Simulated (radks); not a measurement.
Ag, configuration [Kr] 4d10 5s1. Method: scalar-relativistic Kohn-Sham, BLYP, spin-polarised, spherical densities, finite nucleus; open shells are filled with parallel spins first (spin-orbit coupling, left out, can overturn this in heavy ions); Fermi nuclear charge, rms radius 4.5454 fm; computed with a radial shooting solver on a logarithmic mesh with Libxc functionals. Some entries of the table are withheld. Estimate them.

orbital  occ.  eigenvalue (hartree)  <r^2> (bohr^2)  r(max) (bohr)
1s up       1             -930.9861        0.001308        0.02016
1s down     1             -930.9854        0.001308        0.02016
2s up       1             -137.0741         0.02146         0.1140
2s down     1             -137.0741         0.02146         0.1140
2p up       3             -122.9678         0.01691        0.09112
2p down     3             -122.9677         0.01691        0.09112
3s up       1             -25.11671          0.1555         0.3326
3s down     1             -25.11622          0.1555         0.3326
3p up       3             -20.48399          0.1570         0.3258
3p down     3             -20.48350          0.1570         0.3258
3d up       5             -13.17318          0.1425         0.2737
3d down     5             -13.17285          0.1425         0.2737
4s up       1              -3.48795             (1)         0.8219
4s down     1              -3.48767             (2)         0.8220
4p up       3              -2.14675             (3)         0.8759
4p down     3              -2.14603             (4)         0.8760
4d up       5              -0.27095           2.560          1.036
4d down     5              -0.26496           2.499          1.035
5s up       1              -0.17187           11.42          2.507
5s down     0              -0.15270           11.91          2.505

Answer. 
(1) 4s up <r^2> (bohr^2): 0.9421
(2) 4s down <r^2> (bohr^2): 0.9415
(3) 4p up <r^2> (bohr^2): 1.150
(4) 4p down <r^2> (bohr^2): 1.148
